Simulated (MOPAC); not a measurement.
A run for MOPAC: AM1 on CH5BrO (a complex).

```
AM1 1SCF PRECISE CHARGE=0 THREADS=1
CH5BrO

O     -0.16628494 1     0.15741718 1     0.82802201 1
H      0.75648328 1    -0.03766400 1     1.03932364 1
H     -0.13800862 1     0.95276753 1     0.28652938 1
C      0.66592505 1    -0.01107050 1     4.06066204 1
Br     2.39510863 1    -0.15416610 1     3.13730205 1
H      0.73912860 1     0.82364750 1     4.74841008 1
H      0.50662598 1    -0.94548459 1     4.58654285 1
H     -0.08373926 1     0.15560539 1     3.29498854 1
```

Program output:

```
*******************************************************************************
 **                                                                           **
 **                              MOPAC v23.2.5                                **
 **                                                                           **
 *******************************************************************************
 ** MOPAC's Digital Object Identifier: https://doi.org/10.5281/zenodo.6511958 **
 **                                                                           **
 ** Please cite the open-source release paper for use of this MOPAC version:  **
 ** J. E. Moussa and J. J. P. Stewart (2026)                                  **
 ** MOPAC: An open-source semiempirical molecular orbital program             **
 ** J. Open Source Softw., 11(119), 8025, https://doi.org/10.21105/joss.08025 **
 *******************************************************************************

                              AM1 CALCULATION RESULTS

 *******************************************************************************
 *  AM1        - The AM1 Hamiltonian to be used
 *
 *
 *
 *                 CHARGE ON SYSTEM = 0
 *
 *
 *
 *  PRECISE    - TIGHTER CRITERIA TO BE USED
 *  1SCF       - DO 1 SCF AND THEN STOP
 *  THREADS=1  - MULTI-THREADING NOT USED
 *  T=         - A TIME OF 172800.0 SECONDS REQUESTED
 *  DUMP=N     - RESTART FILE WRITTEN EVERY 7200.0 SECONDS REQUESTED
 *******************************************************************************
AM1 1SCF PRECISE CHARGE=0 THREADS=1
 CH5BrO

   ATOM   CHEMICAL          X               Y               Z
  NUMBER   SYMBOL      (ANGSTROMS)     (ANGSTROMS)     (ANGSTROMS)

     1       O         -0.16628494  *   0.15741718  *   0.82802201  *
     2       H          0.75648328  *  -0.03766400  *   1.03932364  *
     3       H         -0.13800862  *   0.95276753  *   0.28652938  *
     4       C          0.66592505  *  -0.01107050  *   4.06066204  *
     5      Br          2.39510863  *  -0.15416610  *   3.13730205  *
     6       H          0.73912860  *   0.82364750  *   4.74841008  *
     7       H          0.50662598  *  -0.94548459  *   4.58654285  *
     8       H         -0.08373926  *   0.15560539  *   3.29498854  *



          CARTESIAN COORDINATES

    NO.       ATOM           X           Y           Z

     1         O         -0.1663      0.1574      0.8280
     2         H          0.7565     -0.0377      1.0393
     3         H         -0.1380      0.9528      0.2865
     4         C          0.6659     -0.0111      4.0607
     5        Br          2.3951     -0.1542      3.1373
     6         H          0.7391      0.8236      4.7484
     7         H          0.5066     -0.9455      4.5865
     8         H         -0.0837      0.1556      3.2950

  H: (AM1): M.J.S. DEWAR ET AL, J. AM. CHEM. SOC. 107 3902-3909 (1985)
  C: (AM1): M.J.S. DEWAR ET AL, J. AM. CHEM. SOC. 107 3902-3909 (1985)
  O: (AM1): M.J.S. DEWAR ET AL, J. AM. CHEM. SOC. 107 3902-3909 (1985)
 Br: (AM1): M.J.S. DEWAR AND E. G. ZOEBISCH, THEOCHEM, 180, 1 (1988).

           Empirical Formula: C H5 O Br  =     8 atoms



      MOLECULAR POINT GROUP   :   C1


      RHF CALCULATION, NO. OF DOUBLY OCCUPIED LEVELS = 11


 -------------------------------------------------------------------------------
 AM1 1SCF PRECISE CHARGE=0 THREADS=1
 CH5BrO



     1SCF WAS SPECIFIED, SO BFGS WAS NOT USED
     SCF FIELD WAS ACHIEVED


                              AM1 CALCULATION
                                                       MOPAC v23.2.5 Linux




          FINAL HEAT OF FORMATION =        -65.18910 KCAL/MOL =    -272.75121 KJ/MOL


          COSMO AREA              =        110.22 SQUARE ANGSTROMS
          COSMO VOLUME            =         92.00 CUBIC ANGSTROMS

          IONIZATION POTENTIAL    =         10.934822 EV
          HOMO LUMO ENERGIES (EV) =        -10.935  0.626
          NO. OF FILLED LEVELS    =         11
          MOLECULAR WEIGHT        =        112.9539         POINT GROUP:  C1

          MOLECULAR DIMENSIONS (Angstroms)

            Atom       Atom       Distance
            H     7    H     3     4.74437
           Br     5    H     6     2.36257
            O     1   Br     5     1.95062


          SCF CALCULATIONS        =          1





   ATOM   CHEMICAL          X               Y               Z
  NUMBER   SYMBOL      (ANGSTROMS)     (ANGSTROMS)     (ANGSTROMS)

     1       O         -0.16628494  *   0.15741718  *   0.82802201  *
     2       H          0.75648328  *  -0.03766400  *   1.03932364  *
     3       H         -0.13800862  *   0.95276753  *   0.28652938  *
     4       C          0.66592505  *  -0.01107050  *   4.06066204  *
     5      Br          2.39510863  *  -0.15416610  *   3.13730205  *
     6       H          0.73912860  *   0.82364750  *   4.74841008  *
     7       H          0.50662598  *  -0.94548459  *   4.58654285  *
     8       H         -0.08373926  *   0.15560539  *   3.29498854  *

                             CARTESIAN COORDINATES

   1    O       -0.166284940     0.157417180     0.828022010
   2    H        0.756483280    -0.037664000     1.039323640
   3    H       -0.138008620     0.952767530     0.286529380
   4    C        0.665925050    -0.011070500     4.060662040
   5   Br        2.395108630    -0.154166100     3.137302050
   6    H        0.739128600     0.823647500     4.748410080
   7    H        0.506625980    -0.945484590     4.586542850
   8    H       -0.083739260     0.155605390     3.294988540


           Empirical Formula: C H5 O Br  =     8 atoms



      MOLECULAR POINT GROUP   :   C1


                  EIGENVALUES
 -36.30904 -32.63534 -27.60604 -18.24600 -15.01320 -14.93797 -14.73045 -13.45571
 -12.38463 -10.94691 -10.93482   0.62596   3.91121   3.97948   4.30412   4.55519
   6.32433


              NET ATOMIC CHARGES AND DIPOLE CONTRIBUTIONS

  ATOM NO.   TYPE          CHARGE      No. of ELECS.   s-Pop       p-Pop
    1          O          -0.402152        6.4022     1.86129     4.54086
    2          H           0.203608        0.7964     0.79639
    3          H           0.194444        0.8056     0.80556
    4          C          -0.251951        4.2520     1.24725     3.00470
    5         Br          -0.084529        7.0845     1.97390     5.11063
    6          H           0.105991        0.8940     0.89401
    7          H           0.109034        0.8910     0.89097
    8          H           0.125555        0.8744     0.87444
 DIPOLE           X         Y         Z       TOTAL
 POINT-CHG.    -0.255     0.643     0.303     0.755
 HYBRID         0.227     0.422     0.015     0.480
 SUM           -0.028     1.065     0.319     1.112


          ATOMIC ORBITAL ELECTRON POPULATIONS

     Atom    s        px        py        pz
    1  O   1.86129   1.30595   1.48560   1.74931
    2  H   0.79639
    3  H   0.80556
    4  C   1.24725   0.92309   1.05672   1.02489
    5 Br   1.97390   1.31935   1.99194   1.79934
    6  H   0.89401
    7  H   0.89097
    8  H   0.87444

 **********************
 *                    *
 * JOB ENDED NORMALLY *
 *                    *
 **********************




 == MOPAC DONE ==
```

The run finished.

Cost: roughly 0.03 core-seconds.
